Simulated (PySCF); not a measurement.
Stepwise substitution at one centre (B N(CH3)2-I). Gas-phase values, no solvent. One relaxed conformer stands for each flexible species; it need not be the lowest. Strings in code marks are SMILES.

The S1 excitation (TDA) from two functionals at the same geometries (B3LYP-D3(BJ)/def2-SVP), both in PySCF: PBE-D3(BJ)/def2-TZVP and ωB97X-D3(BJ)/def2-TZVP. Excitations are Tamm–Dancoff values on a coarser integration grid. The basis has no diffuse functions, so Rydberg states are missing or too high.

| species | ωB97X-D3(BJ)/def2-TZVP (eV) |
|---|---|
| 0 of 3 N(CH3)2 replaced by I (`CN(C)B(N(C)C)N(C)C`) | 6.32 |
| 2 of 3 N(CH3)2 replaced by I (`CN(C)B(I)I` (C–N–B–I torsion 0°)) | 5.74 |
| 3 of 3 N(CH3)2 replaced by I (`IB(I)I`) | 4.05 |

### Question
What does PBE-D3(BJ)/def2-TZVP give for each?

### Answer

- 0 of 3 N(CH3)2 replaced by I (`CN(C)B(N(C)C)N(C)C`): 4.65
- 2 of 3 N(CH3)2 replaced by I (`CN(C)B(I)I` (C–N–B–I torsion 0°)): 4.55
- 3 of 3 N(CH3)2 replaced by I (`IB(I)I`): 3.08
Over these rows, drawn at random from the members with no instability flagged (it was tested for open shells, ions and some series alone), PBE minus ωB97X-D3(BJ): mean -1.27 eV, from -1.67 eV to -0.97 eV.
